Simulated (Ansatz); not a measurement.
`C[CH2][Ge][NH2]` and `C[CH2][GeH]` differ in one atom or group.

Ansatz, PBE0-D4/def2-TZVP geometries, multiplicity 1. Each molecule was computed in one conformer, which needn't be the lowest.

Scalar relativity is left out up to krypton.

| property | `C[CH2][Ge][NH2]` |
| --- | --- |
| size of the dipole moment (B3LYP/def2-TZVPP) / D | 1.32 |
| HOMO energy (PBE0/def2-TZVPP) / eV | -6.07 |
| HOMO energy (B3LYP/def2-TZVPP) / eV | -5.90 |
| size of the dipole moment (PBE/def2-TZVPP) / D | 1.47 |
| LUMO energy (ωB97M-V/def2-TZVPP) / eV | 0.61 |
| LUMO energy (PBE0/def2-TZVPP) / eV | -1.32 |

(1) Give the same properties after the change, and the shifts. (Best estimate.)

Answers

(1) Computed: 
```json
{"property": "size of the dipole moment (B3LYP/def2-TZVPP) / D", "`C[CH2][GeH]`": "0.82", "shift": "-0.50"}
{"property": "HOMO energy (PBE0/def2-TZVPP) / eV", "`C[CH2][GeH]`": "-6.27", "shift": "-0.20"}
{"property": "HOMO energy (B3LYP/def2-TZVPP) / eV", "`C[CH2][GeH]`": "-6.11", "shift": "-0.21"}
{"property": "size of the dipole moment (PBE/def2-TZVPP) / D", "`C[CH2][GeH]`": "0.90", "shift": "-0.57"}
{"property": "LUMO energy (ωB97M-V/def2-TZVPP) / eV", "`C[CH2][GeH]`": "-0.55", "shift": "-1.16"}
{"property": "LUMO energy (PBE0/def2-TZVPP) / eV", "`C[CH2][GeH]`": "-2.52", "shift": "-1.20"}
```

With PBE0 the HOMO falls by 0.20 eV and the LUMO falls by 1.20 eV, so the gap narrows by about 1.00 eV. PBE moves the HOMO by -0.22 eV and ωB97M-V by -0.19 eV. The zero-point energy changes by -53.6 kJ/mol with -6 modes. Dipoles are sizes alone; their direction can turn.

B3LYP here is the variant with VWN-RPA as its local correlation; programs differ in this.
